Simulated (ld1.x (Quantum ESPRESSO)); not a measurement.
# What one change does to a pseudopotential (Br, RRKJ)

- Element: bromine (Br)
- Generator: ld1.x (Quantum ESPRESSO) 7.5
- Type: norm-conserving RRKJ (Kleinman–Bylander form)
- Functional: PBE
- Relativity: scalar-relativistic
- Frozen core: [Ar]
- Valence charge: 17
- Reference configuration: 3d10 4s1.5 4p5.5
- Partial waves: 4p (bound): rc 1.45 bohr; 3d (bound): rc 0.95 bohr; 4s (bound): rc 1.25 bohr
- Local potential: the s channel
- Core correction: none

Change: all radii scaled by about 0.93 (s 1.16, p 1.36, d 0.88 bohr).

Cutoffs: the cutoffs (Ry, on a coarse ladder) from which the occupation-weighted sum of valence levels, in a spherical-Bessel basis at the reference potential, stays within 10 and 1 mRy of its value at 400 Ry; they do not see the model core or the augmentation charge, which bear on the density cutoff. Errors are all-electron minus pseudo energies relative to the spin-unpolarised reference configuration.

Problem. What does the change do?

Solution. A bound ghost appears in p, which as a rule spoils a file; of the 7 tests that both files solve, the error grows in 6 and shrinks in 0 by more than 15 % and 0.3 meV (median size 5.0 → 7.5 meV). That the errors move this way runs against the usual rule that smaller radii transfer better.

| quantity | base | changed |
| --- | --- | --- |
| cutoff, loose | 260 Ry | 300 Ry |
| cutoff, tight | over 300 Ry | over 300 Ry |
| loose cutoff by channel (10 mRy a level) | p 25 Ry, d 200 Ry, s 40 Ry | p 8 Ry, d 230 Ry, s 55 Ry |
| bound ghosts | none | p |
| error for 3d10 4s2 4p5, meV [ΔE -6.16 eV] | -0.4 | -0.9 |
| error for 3d10 4s2 4p4, meV [ΔE 6.39 eV] | -5.0 | -7.5 |
| error for 3d10 4s2 4p3, meV [ΔE 29.15 eV] | -16 | -35 |
| error for 3d9 4s2 4p6, meV [ΔE 58.15 eV] | -963 | -1212 |
| error for 3d10 4s2 4p5.3, meV [ΔE -8.12 eV] | -0.3 | -2.1 |
| error for 3d10 4s2 4p2, meV [ΔE 63.14 eV] | -24 | -69 |
| error for 3d10 4s2 4p4.5, meV [ΔE -1.09 eV] | -1.8 | -1.8 |

 A true bound ghost makes a file unfit for plane-wave use even where its test errors are small: the radial tests pick states by their node count and pass the ghost by.
